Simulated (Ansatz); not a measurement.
The cluster SiTe₂⁺, relaxed as a doublet with UKS B3LYP-D4/def2-TZVP in Ansatz, starting from the GFN2-xTB geometry. Force threshold 0.02 eV/Å.

In the def2 sets Te takes a core potential; there is no spin–orbit coupling. The relaxation made no stability test and no search for a lower SCF solution. The structure comes from a short search, and lower isomers may exist.

Start:

```xyz
3

Si   -0.974   -0.645   -0.938
Te    0.026    1.535    0.118
Te    0.947   -0.890    0.820
```

(1) Estimate the energy that the relaxation releases and the steps that it takes.

(2) Does the start keep its bonding and symmetry?

(3) Predict the relaxed structure.

Answers

(1) 0.3 kcal/mol, in 4 steps; 3.6 s on 4 threads of AMD EPYC 9R45 on a shared host. No frequencies were taken in this run, so the end may be a saddle point.

(2) By distances, no bond broke or formed. The bond that changes most is Si1–Te2, from 2.62 to 2.58 Å (atoms count from 1). Point group C2v at the start, C2v at the end, both within 0.05 Å.

(3) 
```xyz
3

Si   -0.951   -0.628   -0.916
Te    0.013    1.530    0.106
Te    0.938   -0.902    0.811
```
Bond lengths: 2 × Si–Te 2.57 to 2.58 Å; 1 × Te–Te 2.70 Å.
